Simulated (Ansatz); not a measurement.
`B[C@H]1C[Si@H]1Cl`, relaxed with RKS PBE0-D4/def2-TZVP in Ansatz 0.2.0 from a PBE-D4/def2-SVP geometry. The force threshold is 0.005 eV/Å; the program also tests the step.

The species carries charge 0 and has multiplicity 1.

Start:

```xyz
11

B    -0.761    1.215    0.736
C     0.205    0.053    0.817
C    -0.019   -1.343    0.188
Si    0.626   -0.145   -1.060
Cl   -0.549    0.521   -2.624
H    -1.847    1.090    0.196
H    -0.426    2.302    1.171
H     1.154    0.176    1.374
H    -1.076   -1.640    0.071
H     0.625   -2.163    0.547
H     2.069   -0.066   -1.417
```

Task: By how much does the energy fall, and how many steps does the optimiser take? (An estimate is asked.)

Result: Computed: 5.84 kJ/mol, in 10 steps, 1 of them rejected.

Task: Which bonds change most? (Best estimate.)

Result: Computed: C2–Si4 from 1.934 to 1.895 Å; Si4–Cl5 from 2.067 to 2.034 Å; C3–Si4 from 1.847 to 1.816 Å; B1–H7 from 1.217 to 1.197 Å.

Task: Give the relaxed structure. (An estimate is asked.)

Result: Computed: 
```xyz
11

B    -0.775    1.205    0.753
C     0.225    0.085    0.767
C    -0.022   -1.322    0.167
Si    0.639   -0.163   -1.065
Cl   -0.497    0.524   -2.607
H    -1.846    1.063    0.234
H    -0.478    2.270    1.213
H     1.151    0.196    1.329
H    -1.068   -1.601    0.087
H     0.607   -2.118    0.552
H     2.064   -0.139   -1.429
```
